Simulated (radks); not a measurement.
Results of a calculation; reference values are marked as such.
Question: The mean radii <r> (bohr) of the occupied orbitals of an atom or ion are listed with their occupations. Code: a radial shooting solver on a logarithmic mesh with Libxc functionals. Model: non-relativistic Kohn-Sham, LB94 model potential, spin-polarised, spherical densities, point nucleus.

orbital  occ.      <r>
1s down     1  0.03380
1s up       1  0.03380
2s up       1   0.1469
2s down     1   0.1469
2p up       3   0.1256
2p down     3   0.1256
3s up       1   0.4029
3s down     1   0.4030
3p up       3   0.3954
3p down     3   0.3956
3d up       5   0.3685
3d down     5   0.3687
4s up       1    1.010
4s down     1    1.008
4p up       3    1.096
4p down     3    1.094
4d up       5    1.512
4d down     3    1.510

Name the element and its charge. Open shells, if any, are filled with parallel spins first.

Answer: Z = 45, rhodium, charge +1: Rh+ in [Kr] 4d8. The 1s radius gives Z: for a bare nucleus <r> = 1.5/Z, 0.03333 bohr for Z = 45, and screening makes it slightly larger (0.03380 here). The occupations add up to 44, and the charge is Z minus that.
